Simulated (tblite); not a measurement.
Compound: C5H8NOPSi.
Cartesian coordinates in Å at the GFN2-xTB level; atoms count from 1:
```xyz
17
C5H8NOPSi angstrom
C     -1.241    1.510    1.583
O     -1.184    0.515    0.582
C      0.040    0.150    0.148
N      1.087    0.744    0.687
C      2.311    0.419    0.293
C      2.644   -0.511   -0.661
P      1.467   -1.450   -1.540
C      0.010   -0.834   -0.841
Si    -1.720   -1.411   -1.325
H     -0.716    1.180    2.483
H     -2.298    1.663    1.794
H     -0.783    2.436    1.231
H      3.092    0.972    0.806
H      3.689   -0.678   -0.885
H     -1.551   -2.432   -2.363
H     -2.476   -0.275   -1.850
H     -2.379   -1.986   -0.153
```

All values are computed: GFN2-xTB (tblite) harmonic vibrations without scaling, gas phase. This tight-binding method is rough: wavenumbers can miss measured ones by several per cent, in bad cases by 10 to 20. Modes of hydrogen on silicon can be 10 to 20 % off. One conformer, not necessarily the lowest.

Harmonic wavenumbers (cm⁻¹): 82.8, 112.8, 122.4, 134.4, 156.8, 201.5, 222.6, 290.6, 341.3, 407.1, 435.4, 484.2, 540.1, 557.7, 629.3, 684.0, 746.3, 768.2, 772.7, 779.3, 790.1, 841.8, 899.8, 985.2, 1049.6, 1110.9, 1123.8, 1138.2, 1155.2, 1260.5, 1319.2, 1336.2, 1390.7, 1443.4, 1446.6, 1471.5, 1552.1, 2244.7, 2269.4, 2270.6, 2963.1, 2978.3, 3009.9, 3030.5, 3050.5.

A = 1478, B = 1236, C = 681.5 MHz; mass 157.011 u (most abundant isotopes); point group Cs, symmetry number 1.

Problem. Zero-point energy?

Solution. Half the sum of the wavenumbers: 25301 cm⁻¹ = 302.66 kJ/mol.

Problem. Give the ideal-gas entropy at 400 K and 1 bar in the rigid-rotor, harmonic-oscillator model (classical rotation).

Solution. Translation 178.02, rotation 128.91, vibration 164.77: S = 471.7 J/(mol K).

Problem. And Cp and H(400 K) − H(0)?

Solution. Cp = 206.08 J/(mol K), of which vibrations give 172.82 (their classical limit is 45 R = 374.2); H(400 K) − H(0) = 48.94 kJ/mol without the zero-point energy, 35.63 from vibrations.

Problem. Which modes carry the vibrational entropy at 400 K?

Solution. 82.8 cm⁻¹: 18.42; 112.8 cm⁻¹: 15.87; 122.4 cm⁻¹: 15.20; 134.4 cm⁻¹: 14.44; 156.8 cm⁻¹: 13.19; 201.5 cm⁻¹: 11.17 J/(mol K); the other 39 give 76.49 together.

Problem. What must be added to the electronic energy to get the Gibbs energy at 400 K and 1 bar?

Solution. ZPE + [H(400 K) − H(0)] − T·S = 302.66 + 48.94 − 188.68 = 162.92 kJ/mol.

Problem. How do the functions run with temperature in this model?

Solution. 
```
 T (K)  S (J/(mol K))  Cp (J/(mol K))  H − H(0) (kJ/mol)  G − H(0) (kJ/mol)  ln q(vib)
    50          244.8            51.7               1.93             -10.31       0.20
   100          289.9            79.8               5.26             -23.73       1.17
298.15          417.0           167.3              29.87             -94.45       6.36
373.15          457.7           196.5              43.53            -127.27       8.38
   500          521.2           237.3              71.16            -189.43      11.76
   750          628.6           291.7             137.86            -333.59      18.07
  1000          717.5           325.3             215.30            -502.19      23.82
```

q(vib) and H(0) count from the zero-point level.

Problem. Blend soft modes into free rotors: weight 1/[1 + (100 cm⁻¹/ν̃)⁴] for the oscillator and the rest for a rotor with moment μB/(μ + B), μ = h/(8π²ν), B = 10⁻⁴⁴ kg m². What vibrational entropy results?

Solution. 158.74 J/(mol K) in place of 164.77, which changes −T·S at 400 K by +2.41 kJ/mol.

Hindered rotation and anharmonicity are outside this model. Other conformers, if any are populated, would add a mixing term that is left out.

Time: 0.74 s wall. Hardware: Arm Neoverse V1, one thread, no GPU, shared host with 32 logical CPUs at a one-minute load of 5.7. The figure is for the frequency step alone.
